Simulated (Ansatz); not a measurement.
## Ligand exchange: CH2Br2 + HI → CHBr2I + H2

Species: CH2Br2 (dibromomethane) `BrCBr`, singlet; HI (hydrogen iodide), singlet; CHBr2I (dibromoiodomethane) `BrC(Br)I`, singlet; H2 (hydrogen), singlet. The partners trade H for I: C–H and H–I bonds give way to C–I and H–H.

Shapes, held fixed at every level: PBE0-D4/def2-TZVP. Programs: Ansatz 0.2.0. The zero-point and thermal change to 298 K, harmonic and unscaled (PBE0-D4/def2-TZVP), is -11.6 kJ/mol.

| level | kind | ΔH(298 K) (kJ/mol) | less CCSD(T)/def2-TZVPP |
| --- | --- | --- | --- |
| HF/def2-TZVPP | Hartree–Fock | +123.1 | +41.2 |
| PBE-D4/def2-TZVPP | GGA | +70.2 | -11.7 |
| PBE0-D4/def2-TZVPP | global hybrid | +82.3 | +0.4 |
| wB97X-V/def2-TZVPP | range-separated hybrid | +85.6 | +3.7 |
| B2PLYP/def2-TZVPP | double hybrid | +84.2 | +2.3 |
| CCSD/def2-SVP | coupled cluster or CI | +104.6 | +22.7 |
| CCSD(T)/def2-TZVPP | coupled cluster or CI | +81.9 | 0.0 |

The highest level, CCSD(T)/def2-TZVPP, gives ΔH(298 K) = +81.9 kJ/mol; the levels span +70.2 to +123.1. The column of differences is taken from that level and isn't an error. No measured value is set beside it here. For atoms past krypton def2 sets carry core potentials with scalar relativity. Relativity is left out for Br. Outer-core shells of Br, I are correlated in most correlated rows, in sets that cover them unevenly.
